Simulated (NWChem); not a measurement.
Species: CH$_{3}$BrGeO, singlet; SMILES [Br][Ge][O]C

```xyz
7

Ge     0.8738    -0.7210     0.0001
Br    -0.1345     1.4625    -0.0001
O     -0.5624    -1.7957    -0.0008
C     -1.9562    -1.5448     0.0004
H     -2.1888    -0.4576    -0.0176
H     -2.4170    -2.0276    -0.8882
H     -2.4109    -1.9952     0.9089
```
Atoms are numbered in this order, from 1.

Program: NWChem. Low-valent species are run as closed-shell singlets; no triplet was tried in these runs. The geometry was optimised at PBE-D3(BJ)/def2-SVP.

Problem. What does the run give for PBE/3-21G? Quantities: highest occupied level (eV); orbital gap (eV); dipole (D).

Solution. The highest occupied level (eV) is -6.32 and the orbital gap (eV) comes out as 3.51. The dipole (D) is 1.76.
